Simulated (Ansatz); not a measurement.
The Al1–I4 bond of AlH2I (SMILES [AlH2][I]) is stretched (multiplicity 1, the rest rigid).
Geometry at rest (charge 0, multiplicity 1):
```tsv
atom	x (Å)	y (Å)	z (Å)
Al	-1.0295	-1.5930	0.2675
H	-0.5193	-2.6238	1.3372
H	-2.3270	-1.7805	-0.5976
I	0.3062	0.4738	-0.0796
```

Frozen-core correlation. Filled d and f shells under p-block atoms count as core.

Run with Ansatz (an electronic-structure program) with Gaussian orbitals. Each number belongs to the level named beside it. In def2 rows elements past Kr take small-core potentials, without spin–orbit coupling.

FIC-MRCISD+Q on CASSCF(6,4)/def2-TZVPP, total energies (hartree):

| R (Å) | CASSCF | MRCISD | weight c² of the reference |
|---|---|---|---|
| 2.485 | -539.810889 | -540.030434 | 0.89824 |
| 4.349 | -539.701074 | -539.909336 | 0.89863 |
| 7.953 | -539.685774 | -539.890486 | 0.90078 |

**Question.** Add the Davidson correction (E_MRCISD − E_CASSCF)(1 − c²)/c² and give the energies above the first point at the three levels.

**Answer.** 
Corrections (hartree): -0.024871, -0.023493, -0.022549. Above the first point (kcal/mol):
- R = 4.349 Å: CASSCF 68.9, MRCISD 76.0, with the correction 76.9
- R = 7.953 Å: CASSCF 78.5, MRCISD 87.8, with the correction 89.3

Doubts at one or more of the structures used: active orbitals that take no part (FIC-MRCISD+Q on CASSCF(6,4)/def2-TZVPP).
